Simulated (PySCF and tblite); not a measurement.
Values are calculated unless marked as measured or tabulated.
System: C₄H₁₅BN₂Si₂, numbered as in [SiH3:1][N:2]([SiH3:3])[BH:4][NH:5][CH:6]1[CH2:7][CH2:8][CH2:9]1.

Motion: rotation about the B4–N5 bond (torsion N2–B4–N5–C6 from -180° to -8°, rising). GFN2-xTB gives an electronic barrier of 13.8 kcal/mol and a reaction energy of 2.6 kcal/mol.

(1) What does PBE/pcSseg-1 + D3(BJ) give on GFN2-xTB geometries?

Programs: tblite and PySCF.

## Answers

(1) A barrier of 15.3 kcal/mol, 1.5 above the tight-binding barrier (from unrounded values), a reaction energy of 3.1 kcal/mol and, with GFN2-xTB thermal terms, ΔG‡(298 K) = 15.9 kcal/mol and k = 28 s⁻¹ (2 equivalent paths).
